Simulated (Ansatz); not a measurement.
A search over several starts for the lowest SCF solution of Ag₃H₃⁺, that is (AgH)3 ring with one electron fewer at the given spin, in a small basis.

```yaml
crystal:
  periodic: [false, false, false]
  atoms:
    - {symbol: Ag, position_ang: [1.390021, -0.635957, 0.366786]}
    - {symbol: H, position_ang: [1.649071, 1.180608, 0.157475]}
    - {symbol: Ag, position_ang: [-0.115767, 1.548432, -0.245141]}
    - {symbol: H, position_ang: [-1.798657, 0.823158, -0.474663]}
    - {symbol: Ag, position_ang: [-1.274256, -0.912473, -0.121649]}
    - {symbol: H, position_ang: [0.149589, -2.003767, 0.317181]}
basis:
  gaussian: {orbitals: def2-SVP}
total_charge: 1
magnetization: {spin_polarized: true, initial_magnetization: 1}
hamiltonian: {xc: pbe0, dispersion: d4}
output: {orbitals: {seedname: orbitals}}
```

```sh
$ ansatz run in.yaml --threads 4 --pin off --events-out ev --progress --plain --max-ram 3916MiB
```

It prints (some lines left out):

```
Functional definition: PBE0
1137 factors; integrals over basis functions are off by at most 5.1e-4 eV
mean field evaluation 1: about -12027.8061 eV, gradient 4.4e1 eV
mean field evaluation 2: about -12013.6730 eV, gradient 7.8e1 eV
mean field evaluation 4: about -12036.4465 eV, gradient 4.4e0 eV
mean field evaluation 8: about -12036.7435 eV, gradient 1.5e-1 eV
mean field evaluation 16: about -12036.7439 eV, gradient 2.0e-3 eV
mean field evaluation 32: about -12036.7439 eV, gradient 7.4e-6 eV
mean field evaluation 64: about -12036.7439 eV, gradient 8.8e-4 eV
mean field -12036.74385796 eV, -442.3421779820 hartree, gradient 2.0e-6 eV, S^2 0.758915; 6 other end points of the search recorded, 0 dependent functions left out
reference -12036.74391316 eV, -442.3421800106 hartree; 30, 29 occupied and 78, 79 virtual orbitals, 1137 factors
Total energy: -12036.91664077 eV, -442.3485276332 hartree
```

It took 22 s on 4 threads of Intel Xeon on a shared host.

In the def2 sets Ag takes a core potential; there is no spin–orbit coupling.
